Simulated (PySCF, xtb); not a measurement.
H₄OSeSiZn, SMILES [SiH3][O][Zn][SeH].

xtb with GFN2-xTB at its own geometry gives an orbital gap of 2.98 eV and a dipole moment of 2.94 D.

Geometry: B3LYP-D3(BJ)/def2-SVP. The structure was generated by enumeration; whether it is a known compound was not checked. One conformer was computed; it need not be the lowest.

Q: What does PBE0/def2-TZVP (PySCF) give? (An estimate is asked for; the answer gives what the named calculation found.)

A: gap 5.92 eV (levels -7.32 and -1.40 eV), dipole 1.18 D.
